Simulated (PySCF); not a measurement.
PySCF input for CH2NO, SMILES N[C]=O, multiplicity 2, TDA-PBE/def2-SVPD. Geometry optimised at TPSSh-D3(BJ)/def2-TZVP. The isomer is the one that the SMILES or the coordinates give; other isomers of the formula were not compared. Other conformers were not sampled.

```python
import numpy as np
from pyscf import gto, scf, dft, tdscf

mol = gto.M(
    atom='''
    N    -0.09398264   -1.08132947    0.00000000
    C     0.40857860    0.15998768    0.00000000
    O    -0.15280134    1.21607455    0.00000000
    H    -1.09567423   -1.24614223    0.00000000
    H     0.52449185   -1.87307397    0.00000000
    ''',
    basis='def2-SVPD',
    charge=0,
    spin=1,
    max_memory=1600,
    verbose=4,
)
mf = dft.UKS(mol, xc='pbe').density_fit(auxbasis='def2-universal-jkfit')
mf.grids.level = 3
mf.conv_tol = 1e-9
mf.max_cycle = 100
mf.kernel()
fine, coarse = mf.grids, dft.Grids(mol).set(level=1).build(with_non0tab=True)
for _ in range(3):  # follow internal instabilities
    mf.grids = coarse
    mo, _, stable, _ = mf.stability(return_status=True, nroots=4)
    mf.grids = fine
    if stable:
        break
    mf.kernel(mf.make_rdm1(mo, mf.mo_occ))
mf.grids = dft.Grids(mol).set(level=1).build(with_non0tab=True)  # coarser grid for the response kernel
td = tdscf.TDA(mf)
td.nstates = 10
td.conv_tol = 1e-4
td.positive_eig_threshold = 1e-6
td.kernel(x0=td.get_init_guess(mf, 15))
td.analyze()
```

Log of the run:

```
PySCF version 2.14.0

[INPUT] verbose = 4
[INPUT] num. atoms = 5
[INPUT] num. electrons = 23
[INPUT] charge = 0
[INPUT] spin (= nelec alpha-beta = 2S) = 1
[INPUT] symmetry False subgroup None
[INPUT] Mole.unit = angstrom
[INPUT] Symbol           X                Y                Z      unit          X                Y                Z       unit  Magmom
[INPUT]  1 N     -0.093982640000  -1.081329470000   0.000000000000 AA   -0.177601450064  -2.043416548721   0.000000000000 Bohr   0.0
[INPUT]  2 C      0.408578600000   0.159987680000   0.000000000000 AA    0.772101654358   0.302332898505   0.000000000000 Bohr   0.0
[INPUT]  3 O     -0.152801340000   1.216074550000   0.000000000000 AA   -0.288752684067   2.298047846554   0.000000000000 Bohr   0.0
[INPUT]  4 H     -1.095674230000  -1.246142230000   0.000000000000 AA   -2.070524216444  -2.354867526955   0.000000000000 Bohr   0.0
[INPUT]  5 H      0.524491850000  -1.873073970000   0.000000000000 AA    0.991145951066  -3.539596814352   0.000000000000 Bohr   0.0

nuclear repulsion = 64.414250932001
number of shells = 33
number of NR pGTOs = 113
number of NR cGTOs = 79
basis = def2-SVPD
ecp = {}


[settings echo left out]
init E= -169.282967064173
  alpha nocc = 12  HOMO = -0.187695214036073  LUMO = -0.0536674457161137
  beta  nocc = 11  HOMO = -0.321923457053576  LUMO = -0.187695214036073

WARN: HOMO -0.187695214036073 >= LUMO -0.187695214036073

cycle= 1 E= -168.829388457605  delta_E= 0.454  |g|= 0.53  |ddm|= 2.03
  alpha nocc = 12  HOMO = -0.0627888886118981  LUMO = 0.0166237763374353
  beta  nocc = 11  HOMO = -0.177892649731848  LUMO = -0.045266509109072
  HOMO = -0.0627888886119  LUMO = -0.0452665091091  gap/eV = 0.47681
cycle= 2 E= -167.437755158702  delta_E= 1.39  |g|= 1.78  |ddm|= 5.13
  alpha nocc = 12  HOMO = -0.162551602263593  LUMO = 0.00438107729660508
  beta  nocc = 11  HOMO = -0.243996809654483  LUMO = -0.105518485624171
  HOMO = -0.162551602264  LUMO = -0.105518485624  gap/eV = 1.55195
cycle= 3 E= -168.926270796153  delta_E= -1.49  |g|= 0.206  |ddm|= 5.02
  alpha nocc = 12  HOMO = -0.175339009128339  LUMO = -0.0117219329530784
  beta  nocc = 11  HOMO = -0.285058416953564  LUMO = -0.117111934858989
  HOMO = -0.175339009128  LUMO = -0.117111934859  gap/eV = 1.58444
cycle= 4 E= -168.93872174036  delta_E= -0.0125  |g|= 0.13  |ddm|= 0.289
  alpha nocc = 12  HOMO = -0.178073983734001  LUMO = -0.0113326640082181
  beta  nocc = 11  HOMO = -0.270551905532745  LUMO = -0.11768371212557
  HOMO = -0.178073983734  LUMO = -0.117683712126  gap/eV = 1.64330
cycle= 5 E= -168.945553526866  delta_E= -0.00683  |g|= 0.0274  |ddm|= 0.114
  alpha nocc = 12  HOMO = -0.171688794599465  LUMO = -0.00528866055382027
  beta  nocc = 11  HOMO = -0.267828641671386  LUMO = -0.111436436224479
  HOMO = -0.171688794599  LUMO = -0.111436436224  gap/eV = 1.63955
cycle= 6 E= -168.945921889385  delta_E= -0.000368  |g|= 0.00793  |ddm|= 0.066
  alpha nocc = 12  HOMO = -0.172828428716835  LUMO = -0.00644254912132025
  beta  nocc = 11  HOMO = -0.268402902679878  LUMO = -0.112446662945199
  HOMO = -0.172828428717  LUMO = -0.112446662945  gap/eV = 1.64307
cycle= 7 E= -168.945955330161  delta_E= -3.34e-05  |g|= 0.00182  |ddm|= 0.0136
  alpha nocc = 12  HOMO = -0.172858976435318  LUMO = -0.00636363786271588
  beta  nocc = 11  HOMO = -0.268363800890116  LUMO = -0.11242186583552
  HOMO = -0.172858976435  LUMO = -0.112421865836  gap/eV = 1.64458
cycle= 8 E= -168.945956795781  delta_E= -1.47e-06  |g|= 0.000407  |ddm|= 0.00214
  alpha nocc = 12  HOMO = -0.17289701621534  LUMO = -0.00640373894401858
  beta  nocc = 11  HOMO = -0.268411655192505  LUMO = -0.112444638217843
  HOMO = -0.172897016215  LUMO = -0.112444638218  gap/eV = 1.64499
cycle= 9 E= -168.945956892397  delta_E= -9.66e-08  |g|= 5.58e-05  |ddm|= 0.000708
  alpha nocc = 12  HOMO = -0.172886706004248  LUMO = -0.00639613535649053
  beta  nocc = 11  HOMO = -0.268400437634713  LUMO = -0.112435329938736
  HOMO = -0.172886706004  LUMO = -0.112435329939  gap/eV = 1.64497
cycle= 10 E= -168.945956895292  delta_E= -2.89e-09  |g|= 1.8e-05  |ddm|= 0.000155
  alpha nocc = 12  HOMO = -0.172887731772585  LUMO = -0.00639919850662585
  beta  nocc = 11  HOMO = -0.268400055507283  LUMO = -0.112437048619668
  HOMO = -0.172887731773  LUMO = -0.11243704862  gap/eV = 1.64495
cycle= 11 E= -168.945956895616  delta_E= -3.24e-10  |g|= 3.96e-06  |ddm|= 3.88e-05
  alpha nocc = 12  HOMO = -0.172887443316146  LUMO = -0.00639927905459992
  beta  nocc = 11  HOMO = -0.26840057514828  LUMO = -0.112436983280762
  HOMO = -0.172887443316  LUMO = -0.112436983281  gap/eV = 1.64494
Extra cycle  E= -168.945956895609  delta_E= 6.71e-12  |g|= 6.26e-06  |ddm|= 1.16e-05
converged SCF energy = -168.945956895609  <S^2> = 0.75224252  2S+1 = 2.0022413
tot grids = 20424
uhf_internal: lowest eigs of H = [0.28130356 0.30777471 0.33975323 0.3842778 ]
<class 'pyscf.df.df_jk.DFUKS'> wavefunction is stable in the internal stability analysis
tot grids = 20424
Overwritten attributes  positive_eig_threshold  of <class 'pyscf.tdscf.uks.TDA'>


******** <class 'pyscf.tdscf.uks.TDA'> for <class 'pyscf.df.df_jk.DFUKS'> ********
nstates = 10
deg_eia_thresh = 1.000e-03
wfnsym = None
conv_tol = 0.0001
eigh lindep = 1e-12
eigh level_shift = 0
eigh max_cycle = 100


Excitation energies (eV)
[3.99521007 4.23009362 4.63877609 5.68721894 5.76067517 6.2958961
 6.58325358 7.05532187 7.18544551 7.24483862]

** Excitation energies and oscillator strengths **
Excited State   1:      3.99521 eV    310.33 nm  f=0.0031
      12a ->   13a      0.92699
      11b ->   12b      0.36236
Excited State   2:      4.23009 eV    293.10 nm  f=0.0010
      12a ->   13a     -0.35982
      11b ->   12b      0.93090
Excited State   3:      4.63878 eV    267.28 nm  f=0.0221
      12a ->   14a     -0.99260
Excited State   4:      5.68722 eV    218.00 nm  f=0.0995
      12a ->   15a     -0.92446
      10b ->   12b     -0.34750
Excited State   5:      5.76068 eV    215.23 nm  f=0.0053
       9a ->   13a      0.14361
      11a ->   13a      0.28823
      12a ->   15a      0.37296
      12a ->   16a     -0.15598
      12a ->   19a      0.10042
      10b ->   12b     -0.83702
Excited State   6:      6.29590 eV    196.93 nm  f=0.0024
      11a ->   13a     -0.70629
      10b ->   12b     -0.17730
      11b ->   13b      0.67027
Excited State   7:      6.58325 eV    188.33 nm  f=0.0240
      12a ->   16a      0.97452
      10b ->   12b     -0.17480
Excited State   8:      7.05532 eV    175.73 nm  f=0.0022
      10a ->   13a     -0.12616
      11a ->   14a      0.70693
       9b ->   12b      0.52393
      10b ->   13b      0.11189
      11b ->   14b     -0.42776
Excited State   9:      7.18545 eV    172.55 nm  f=0.0232
      10a ->   13a      0.14786
      11a ->   14a      0.37534
      12a ->   17a     -0.43681
       9b ->   12b     -0.68507
      10b ->   13b     -0.10298
      11b ->   14b     -0.39506
Excited State  10:      7.24484 eV    171.13 nm  f=0.0202
      12a ->   17a      0.89118
       9b ->   12b     -0.38676
      11b ->   14b     -0.20971

** Transition electric dipole moments (AU) **
state          X           Y           Z        Dip. S.      Osc.
  1         0.0000      0.0000      0.1790      0.0320      0.0031
  2         0.0000      0.0000     -0.0962      0.0093      0.0010
  3         0.2140      0.3854      0.0000      0.1943      0.0221
  4        -0.8399     -0.0927     -0.0000      0.7141      0.0995
  5        -0.0264      0.1923      0.0000      0.0377      0.0053
  6        -0.0029      0.1235      0.0000      0.0153      0.0024
  7        -0.2825      0.2630     -0.0000      0.1490      0.0240
  8        -0.0000      0.0000      0.1131      0.0128      0.0022
  9         0.0000      0.0000     -0.3628      0.1316      0.0232
 10        -0.0000     -0.0000      0.3370      0.1136      0.0202

** Transition velocity dipole moments (imaginary part, AU) **
state          X           Y           Z        Dip. S.      Osc.
  1        -0.0000     -0.0000     -0.0378      0.0014      0.0065
  2        -0.0000      0.0000     -0.0111      0.0001      0.0005
  3         0.0060      0.0321      0.0000      0.0011      0.0042
  4        -0.1024     -0.0364     -0.0000      0.0118      0.0376
  5         0.0451     -0.0131      0.0000      0.0022      0.0069
  6         0.0086     -0.0081      0.0000      0.0001      0.0004
  7        -0.0199      0.0411      0.0000      0.0021      0.0057
  8        -0.0000      0.0000      0.0034      0.0000      0.0000
  9         0.0000      0.0000     -0.0581      0.0034      0.0085
 10        -0.0000     -0.0000      0.0746      0.0056      0.0140

** Transition magnetic dipole moments (imaginary part, AU) **
state          X           Y           Z
  1        -0.2925      0.8852     -0.0000
  2        -0.1873     -0.1170     -0.0000
  3         0.0000      0.0000     -0.1299
  4         0.0000      0.0000      0.1100
  5         0.0000      0.0000      0.0557
  6        -0.0000     -0.0000      0.0375
  7         0.0000     -0.0000     -0.2782
  8        -0.1692      0.0094     -0.0000
  9         0.0970     -0.0310      0.0000
 10         0.0966      0.0593     -0.0000
```

Self-consistency was reached.
